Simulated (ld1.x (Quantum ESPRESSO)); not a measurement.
# What one change does to a pseudopotential (boron (B), TM)

```json
{"Element": "boron", "Generator": "ld1.x (Quantum ESPRESSO) 7.5", "Type": "norm-conserving Troullier–Martins (Kleinman–Bylander form)", "Functional": "PBE", "Relativity": "scalar-relativistic", "Frozen core": "[He]", "Valence charge": "3", "Reference configuration": "2s2 2p1", "Partial waves": "2s (bound): rc 1.05 bohr; 2p (bound): rc 2.20 bohr; 3d channel at 0.15 Ry: rc 2.00 bohr", "Local potential": "all-electron potential smoothed inside 1.00 bohr (lloc = -2)", "Core correction": "a·sin(br)/r model core inside 0.85 bohr"}
```

All-electron outer shells of the reference configuration (PBE, scalar-relativistic, ld1.x):

| shell | level (eV) | outermost node (bohr) | outermost maximum (bohr) |
| --- | --- | --- | --- |
| 1s | -180.59 | – | 0.21 |
| 2s | -9.44 | 0.46 | 1.52 |
| 2p | -3.61 | – | 1.57 |

Change: functional PBEsol.

Cutoffs: the cutoffs (Ry, on a coarse ladder) from which the occupation-weighted sum of valence levels, in a spherical-Bessel basis at the reference potential, stays within 10 and 1 mRy of its value at 400 Ry; they do not see the model core or the augmentation charge, which bear on the density cutoff. Errors are all-electron minus pseudo energies relative to the spin-unpolarised reference configuration.

**Question.** How do hardness, ghosts and transferability respond?

**Answer.** The potential gets neither clearly harder nor softer (45 Ry and 100 Ry → 45 Ry and 110 Ry); of the 7 tests that both files solve, the error grows in 2 and shrinks in 3 by more than 15 % and 0.3 meV (median size 4.1 → 6.1 meV); neither file shows a bound ghost.

| quantity | base | changed |
| --- | --- | --- |
| cutoff, loose | 45 Ry | 45 Ry |
| cutoff, tight | 100 Ry | 110 Ry |
| bound ghosts | none | none |
| error for 2s2 2p0, meV [ΔE 8.22 → 8.14 eV] | +33 | +25 |
| error for 2s1 2p0, meV [ΔE 33.64 → 33.40 eV] | +141 | +101 |
| error for 2s2 2p0.5, meV [ΔE 2.89 → 2.86 eV] | +4.1 | +3.2 |
| error for 2s1 2p2, meV [ΔE 5.85 → 5.82 eV] | +0.1 | -1.4 |
| error for 2s2 2p1.3, meV [ΔE -0.74 → -0.72 eV] | +0.3 | +0.3 |
| error for 2s1 2p1, meV [ΔE 14.36 → 14.26 eV] | -8.6 | -8.8 |
| error for 2s0 2p3, meV [ΔE 11.72 → 11.66 eV] | +0.4 | -6.1 |
| s: phases at 2.39 bohr within 0.05 rad from the reference energy up to (Ry; the scan ends near 5) | 2.3 | 2.3 |
| p: phases at 2.39 bohr within 0.05 rad from the reference energy up to (Ry; the scan ends near 5) | 2.1 | 2.1 |
| d: phases at 2.39 bohr within 0.05 rad from the reference energy up to (Ry; the scan ends near 5) | to the end of the scan | to the end of the scan |
